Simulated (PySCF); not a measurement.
**Question.** Give a PBE0-D3(BJ)/def2-SVP geometry of `C#C[Si@H](C)n1cnc(C)c1`.

**Answer.** 
```xyz
20
C7H10N2Si angstrom
C     -1.1032   -0.2404    3.4825
C     -1.3082    0.0183    2.3113
Si    -1.6494    0.3971    0.5514
C     -2.9567   -0.7268   -0.1510
N     -0.1342    0.1392   -0.3415
C      0.0296   -0.4502   -1.5705
N      1.2683   -0.4325   -1.9800
C      1.9818    0.1982   -0.9884
C      3.4540    0.3953   -1.0888
C      1.1322    0.5597    0.0291
H     -0.9174   -0.4727    4.5167
H     -2.0397    1.8311    0.4509
H     -3.1854   -0.4722   -1.1970
H     -3.8837   -0.6234    0.4331
H     -2.6329   -1.7773   -0.1028
H     -0.8085   -0.8807   -2.1200
H      3.7141    0.8965   -2.0336
H      3.8345    1.0020   -0.2553
H      3.9818   -0.5717   -1.0810
H      1.3164    1.0573    0.9789
```

Any rigid rotation of these coordinates is as good. Atoms count from 1 in this order. The C–N distances run from 1.305 Å (C6–N7, aromatic) to 1.385 Å (N5–C10, aromatic), a spread of 0.080 Å. The 2 C–Si bonds span 1.832 Å (C2–Si3, drawn single) to 1.862 Å (Si3–C4, drawn single), a spread of 0.030 Å. Si3 (SiH silicon) is tetrahedral (angles from 107.1° to 111.8°). Of the pairs four or more bonds apart, C4···H16 is among the closest relative to their van der Waals radii: 2.92 Å, 101 % of the sum of Bondi's values.

Bonds between heavy atoms (Å): C1≡C2 1.217, C2–Si3 1.832, Si3–C4 1.862, Si3–N5 1.778, N5–C6 1.373, C6–N7 1.305, N7–C8 1.375, C8–C9 1.489, C8–C10 1.374, N5–C10 1.385.

Method: PBE0-D3(BJ)/def2-SVP geometry optimisation, gas phase in PySCF 2.14.0.

Point group: C1 (no symmetry element, even within 0.4 Å). PBE0-D3(BJ)/def2-SVP frequencies: not computed here. The numbers are those of one conformer (C2–Si3–N5–C6 139°).
